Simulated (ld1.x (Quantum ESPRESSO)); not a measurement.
**Si (Z = 14), TM: configuration errors across variants**

```json
{
  "Element": "silicon",
  "Generator": "ld1.x (Quantum ESPRESSO) 7.5",
  "Type": "norm-conserving Troullier–Martins (Kleinman–Bylander form)",
  "Functional": "PBEsol",
  "Relativity": "non-relativistic",
  "Frozen core": "[Ne]",
  "Valence charge": "4",
  "Reference configuration": "3s2 3p2",
  "Partial waves": "3s (bound): rc 1.55 bohr; 3p (bound): rc 2.15 bohr",
  "Local potential": "all-electron potential smoothed inside 1.25 bohr (lloc = -1)",
  "Core correction": "a·sin(br)/r model core, default radius (core density twice the valence density)"
}
```

All-electron excitation energies from the reference (eV): (1) 3s2 3p1 7.724; (2) 3s2 3p0 23.699; (3) 3s1 3p0 57.528; (4) 3s2 3p2.3 -0.926; (5) 3s0 3p4 13.622; (6) 3s1 3p2 15.070; (7) 3s1 3p3 6.738.

A true bound ghost makes a file unfit for plane-wave use even where its test errors are small: the radial tests pick states by their node count and pass the ghost by.

Errors AE − PS in meV (a dash: test not solved or not reliable):

| change | (1) | (2) | (3) | (4) | (5) | (6) | (7) | bound ghosts |
| --- | --- | --- | --- | --- | --- | --- | --- | --- |
| base | +6.3 | +50 | +184 | +0.2 | -5.0 | +11 | -0.3 | none |
| all radii but the core radius scaled by about 0.78 (s 1.22, p 1.68 bohr); local potential all-electron potential smoothed inside 0.98 bohr (lloc = -1) | +17 | +159 | +832 | +0.4 | -5.6 | +44 | +5.7 | s |
| all radii but the core radius scaled by about 0.84 (s 1.30, p 1.82 bohr); local potential all-electron potential smoothed inside 1.06 bohr (lloc = -1) | +7.8 | +66 | +261 | +0.2 | -9.3 | +14 | -0.4 | none |
| all radii but the core radius scaled by about 0.92 (s 1.44, p 1.98 bohr); local potential all-electron potential smoothed inside 1.16 bohr (lloc = -1) | +7.2 | +59 | +228 | +0.2 | -7.7 | +12 | -0.6 | none |
| all radii but the core radius scaled by about 1.05 (s 1.62, p 2.26 bohr); local potential all-electron potential smoothed inside 1.32 bohr (lloc = -1) | +3.8 | +26 | +85 | +0.1 | -3.5 | +7.0 | -0.6 | none |
| all radii but the core radius scaled by about 1.12 (s 1.74, p 2.42 bohr); local potential all-electron potential smoothed inside 1.40 bohr (lloc = -1) | +3.4 | +22 | +72 | +0.1 | -1.0 | +7.3 | -0.1 | none |
| all radii but the core radius scaled by about 1.24 (s 1.92, p 2.66 bohr); local potential all-electron potential smoothed inside 1.54 bohr (lloc = -1) | +3.4 | +20 | +62 | +0.1 | -2.7 | +7.4 | -0.4 | none |
| all radii but the core radius scaled by about 1.31 (s 2.04, p 2.82 bohr); local potential all-electron potential smoothed inside 1.64 bohr (lloc = -1) | +3.4 | +21 | +57 | +0.1 | -7.2 | +6.4 | -1.4 | none |

Problem. Give the same row for: all radii but the core radius scaled by about 1.36 (s 2.12, p 2.92 bohr); local potential all-electron potential smoothed inside 1.70 bohr (lloc = -1).

Solution. +3.7, +23, +53, +0.1, -16, +4.0, -3.4; bound ghosts: none.
